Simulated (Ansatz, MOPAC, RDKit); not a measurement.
Species: tribromo(chloro)silane, SiBr3Cl, net charge 0, singlet state. SMILES: Br[Si](Cl)(Br)Br

Atoms: Cl1, Si2, Br3, Br4, Br5. Bonds: Cl1-Si2, Si2-Br3, Si2-Br4, Si2-Br5.

Bond lengths (Å) and angles (degrees) optimised at MMFF94 with RDKit; AM1 with MOPAC; PBE/6-31G* with LANL2DZ past Ar with Ansatz (a program for electronic structure), each started from the B3LYP-D3(BJ)/def2-TZVP structure (Ansatz) of the last column. A row stands for all coordinates that are equal there. 6-31G* holds six Cartesian d functions. No wavenumbers were computed at MMFF94, PBE/6-31G* with LANL2DZ past Ar, so these may be saddle points.

```csv
coordinate,MMFF94,AM1,PBE/6-31G* with LANL2DZ past Ar,B3LYP-D3(BJ)/def2-TZVP
Cl1-Si2,2.047,2.053,2.056,2.039
Si2-Br3,2.210,2.243,2.251,2.207
Cl1-Si2-Br3,109.5,109.4,109.3,109.2
Br3-Si2-Br4,109.5,109.6,109.6,109.7
```

Mean signed difference of all 4 bond lengths from B3LYP-D3(BJ)/def2-TZVP: MMFF94 0.004 Å, AM1 0.031 Å, PBE/6-31G* with LANL2DZ past Ar 0.038 Å.
